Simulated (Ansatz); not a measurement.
Two isomers of C2H6SSi: A = `SC1C[SiH2]1`, B = `S[SiH]1CC1`.

Calculated with Ansatz (gas phase, PBE0-D4/def2-TZVP geometries, no zero-point term in ΔE). CBS: MP2 limit from def2 TZ/QZ plus the TZ coupled-cluster correction, frozen cores. DFT in def2-TZVPP. B3LYP here is the variant with VWN-RPA as its local correlation; programs differ in this. One conformer a species, not always the lowest.

Question: Which isomer does CCSD(T)/CBS put lower? Give the gap. (Estimate.)

Answer: Computed: B, by 24.8 kcal/mol.

Question: Give E(B) − E(A) in kcal/mol with ωB97M-V, CCSD(T)/def2-TZVPP, LDA (SPW92), B3LYP, CCSD/def2-TZVPP, MP2/def2-TZVPP, CCSD(T)/def2-SVP. (Estimate.)

Answer: The calculation gave: ωB97M-V -25.1, CCSD(T)/def2-TZVPP -24.8, LDA (SPW92) -24.3, B3LYP -25.2, CCSD/def2-TZVPP -25.0, MP2/def2-TZVPP -25.2, CCSD(T)/def2-SVP -22.8. None reverses the order clearly.

Question: Does the order hold for the free energy at 298.15 K (harmonic terms from PBE0-D4)? (An estimate is asked.)

Answer: Computed: Yes: G(B) − G(A) = -23.7 kcal/mol, for one conformer each.

Largest T1 diagnostic: 0.012.

At CCSD(T), def2-SVP lies +2.0 kcal/mol from the extrapolated value and def2-TZVPP +0.0 kcal/mol. Leaving LDA and LC-ωPBE aside and taking each functional with its dispersion term where it has one, the values, not all of them listed here, spread over 2.5 kcal/mol, from B97M-V to BLYP-D4. LDA lies +1.0 kcal/mol from PBE without D4.
